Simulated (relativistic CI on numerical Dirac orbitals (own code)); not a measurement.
## Crystal-field levels of Rh3+, 4d6

Calculated by Dirac-Coulomb-Breit CI, separate exchange-only KLI orbitals for each configuration, model QED, valence Slater integrals scaled by 0.85, one configuration in a parametric crystal field (own radial code).

Field parameters in Wybourne normalisation: Oh B⁴₀ = 21Dq, B⁴₄ = √(5/14) B⁴₀. The field is a parameter set, without covalency.

S is read from ⟨S²⟩ = S(S + 1).

Levels (cm⁻¹, degeneracy): 0 (1), 3266 (3), 3429 (2), 3640 (3), 4332 (1), 4425 (3), 4495 (3), 7413 (2), 7869 (3), 9010 (3), 10296 (1), 11369 (3).

Task: Which field gives this pattern?
A. Oh, 10Dq = 10750 cm⁻¹
B. Oh, 10Dq = 15550 cm⁻¹
C. Oh, 10Dq = 20350 cm⁻¹
D. Oh, 10Dq = 34700 cm⁻¹

Result: B. Oh, 10Dq = 15550 cm⁻¹, ground level with S = 0.34.
